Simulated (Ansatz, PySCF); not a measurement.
Hf(Cl)2(Me)2 (C₂H₆Cl₂Hf), SMILES [CH3][Hf]([CH3])([Cl])[Cl], multiplicity 1. Atoms are numbered in the order given.

```xyz
11

Hf    -0.0300     0.0180    -0.0269
Cl     1.3663     1.3425    -1.3848
Cl     0.9107    -1.3013     1.6825
C     -1.2130    -1.2825    -1.3236
H     -1.7589    -0.6887    -2.0793
H     -1.9581    -1.8482    -0.7348
H     -0.5866    -2.0156    -1.8628
C     -1.5477     1.3126     0.8636
H     -1.1110     2.0464     1.5646
H     -2.2901     0.7154     1.4240
H     -2.0879     1.8770     0.0818
```
Charge 0, spin multiplicity 1.

Geometry: PBE0-D3(BJ)/def2-SVP. The spin state was assumed, not searched. The def2 effective core potentials stand for the cores of Hf; spin–orbit coupling is left out.

Two levels are set side by side: PBE-D3(BJ)/def2-SVP (Ansatz, a program for electronic structure) and PBE0-D3(BJ)/def2-SVP (Ansatz). Each level has its own optimised geometry; the coordinates shown are those of the second. Frequencies come from the Hessian of PySCF at each geometry. Differences are taken from unrounded values.

```json
[
 {"quantity": "mean bond length (Å)", "PBE0-D3(BJ)": "1.571"},
 {"quantity": "bond Hf1–Cl2 (Å)", "PBE0-D3(BJ)": "2.355"},
 {"quantity": "bond Hf1–Cl3 (Å)", "PBE0-D3(BJ)": "2.355"},
 {"quantity": "bond Hf1–C4 (Å)", "PBE0-D3(BJ)": "2.185"},
 {"quantity": "bond Hf1–C8 (Å)", "PBE0-D3(BJ)": "2.185"},
 {"quantity": "bond C4–H5 (Å)", "PBE0-D3(BJ)": "1.105"},
 {"quantity": "bond C4–H6 (Å)", "PBE0-D3(BJ)": "1.105"},
 {"quantity": "bond C4–H7 (Å)", "PBE0-D3(BJ)": "1.105"},
 {"quantity": "bond C8–H9 (Å)", "PBE0-D3(BJ)": "1.105"},
 {"quantity": "bond C8–H10 (Å)", "PBE0-D3(BJ)": "1.105"},
 {"quantity": "bond C8–H11 (Å)", "PBE0-D3(BJ)": "1.105"},
 {"quantity": "highest harmonic wavenumber (cm⁻¹)", "PBE0-D3(BJ)": "3129"},
 {"quantity": "mean harmonic wavenumber (cm⁻¹)", "PBE0-D3(BJ)": "1147"},
 {"quantity": "zero-point energy (kcal/mol)", "PBE0-D3(BJ)": "44.26"}
]
```

**Question.** What does PBE-D3(BJ) give, and how far is it from PBE0-D3(BJ)? (An estimate is asked for; the answer gives what the named calculation found.)

**Answer.** 
```csv
quantity,PBE-D3(BJ),PBE-D3(BJ) minus PBE0-D3(BJ)
mean bond length (Å),1.579,0.008
bond Hf1–Cl2 (Å),2.363,0.008
bond Hf1–Cl3 (Å),2.363,0.008
bond Hf1–C4 (Å),2.193,0.008
bond Hf1–C8 (Å),2.193,0.008
bond C4–H5 (Å),1.113,0.008
bond C4–H6 (Å),1.113,0.008
bond C4–H7 (Å),1.113,0.008
bond C8–H9 (Å),1.113,0.008
bond C8–H10 (Å),1.113,0.008
bond C8–H11 (Å),1.113,0.008
highest harmonic wavenumber (cm⁻¹),3043,-86
mean harmonic wavenumber (cm⁻¹),1112,-34
zero-point energy (kcal/mol),42.94,-1.33
```

Exact exchange shortens and stiffens bonds; PBE has none. Differences between two approximate levels are no errors against the true value.
